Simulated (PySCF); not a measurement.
Input of a response calculation (the driver script's job line, then coordinates in Å):

```
{"job": {"kind": "uv", "xc": "CAM-B3LYP", "basis": "def2-SVPD", "nstates": 8, "ntriplets": 3}, "charge": 0, "multiplicity": 1}
N     -2.736689    -0.866621    -0.156337
C     -2.042351     0.173020     0.002774
C     -0.586584     0.110580     0.008309
C      0.166616     1.272272     0.185374
O      1.427438     1.349528     0.210761
Ga     2.750623    -0.064104     0.018133
O      1.288757    -1.337365    -0.184803
C      0.047260    -1.130096    -0.166639
H     -3.742629    -0.724203    -0.145335
H     -2.450960     1.183550     0.147037
H     -0.378537     2.219561     0.316722
H      3.421747    -0.297193     1.378464
H      3.451588     0.104472    -1.336552
H     -0.616958    -1.993874    -0.300076
```

Its output, with some lines taken out ([cut]):

```
coarse grid: 58448 points
cycle   1  E = -2285.3592678093  dE =  9.782e-01  |g| = 1.075e+00  |ddm| = 7.990e+00
cycle   2  E = -2285.0711942769  dE =  2.881e-01  |g| = 1.680e+00  |ddm| = 4.728e+00
cycle   3  E = -2285.5684752858  dE = -4.973e-01  |g| = 1.648e-01  |ddm| = 2.942e+00
cycle   4  E = -2285.5731872156  dE = -4.712e-03  |g| = 6.735e-02  |ddm| = 4.233e-01
cycle   5  E = -2285.5739228545  dE = -7.356e-04  |g| = 1.253e-02  |ddm| = 1.325e-01
cycle   6  E = -2285.5739509907  dE = -2.814e-05  |g| = 5.681e-03  |ddm| = 4.395e-02
cycle   7  E = -2285.5739584275  dE = -7.437e-06  |g| = 1.809e-03  |ddm| = 1.555e-02
final grid: 123768 points
cycle   8  E = -2285.5739390322  dE =  3.599e-07  |g| = 2.344e-03  |ddm| = 1.380e-02
cycle   9  E = -2285.5739375968  dE =  1.435e-06  |g| = 3.550e-03  |ddm| = 1.166e-02
cycle  10  E = -2285.5739402170  dE = -2.620e-06  |g| = 1.148e-04  |ddm| = 7.442e-03
cycle  11  E = -2285.5739402197  dE = -2.641e-09  |g| = 5.781e-05  |ddm| = 3.344e-04
cycle  12  E = -2285.5739402205  dE = -8.722e-10  |g| = 2.628e-05  |ddm| = 2.895e-04
converged SCF energy = -2285.5739402205

Static polarisability (au): isotropic 90.983, principal 62.309 87.333 123.305

Singlet excitations
state   eV       nm        f      main configurations
[cut]
  2   4.3699    283.7   0.00069   H-3->L 0.56, H-1->L 0.38
  3   4.9384    251.1   0.00126   H-3->L 0.35, H-1->L 0.34, H-1->L+1 0.27
  4   5.3624    231.2   0.00041   H-1->L+1 0.62, H-1->L 0.20
[cut]
[cut]
  7   6.1147    202.8   0.00001   H-4->L 0.56, H-3->L+1 0.18, H-6->L 0.08
  8   6.6925    185.3   0.01083   H->L+2 0.79, H->L+5 0.09

[cut]
```

Computed with TDDFT CAM-B3LYP/def2-SVPD, vertical, gas phase, core orbitals frozen in the response in PySCF. Isolated species at its GFN2-xTB geometry (one conformer only). The CAM-B3LYP/def2-SVPD calculation is non-relativistic and has no spin–orbit coupling, an omission that weighs most on gallium.

What stood in the cut lines?

```
  1   4.2847    289.4   0.07367   H->L 0.97
  5   5.8410    212.3   0.31302   H->L+1 0.70, H-2->L 0.26
  6   6.0731    204.2   0.19298   H-2->L 0.73, H->L+1 0.24
Triplet excitations (Tamm-Dancoff, eV): 2.9012 3.9954 4.2129
```

What is the total energy of state 3 at this geometry?

-2285.57394 + 0.18148 = -2285.39246 hartree.

What share of the summed oscillator strength falls to the strongest level in this window?

State 5 at 212 nm: 0.3130 of 0.5929, or 53%.

Which orbital energies lie behind H and L?

HOMO -8.43 eV and LUMO -1.21 eV, a gap of 7.22 eV; state 1 differs from that by -2.93 eV.

Which species is it?

`[H]/N=C/C1=C[O][GaH2-][O+]=C1` (C4H6GaNO2), point group Cs.

The SCF starts on a coarse grid; the energy jumps when the final grid takes over, and dE counts afresh there. H and L stand for HOMO and LUMO.

Conformer computed: `[H]/[N:1]=[CH:2]/[C:3]1=[CH:4][O:5][GaH2-:6][O+:7]=[CH:8]1`: N1–C2–C3–C4 180°.
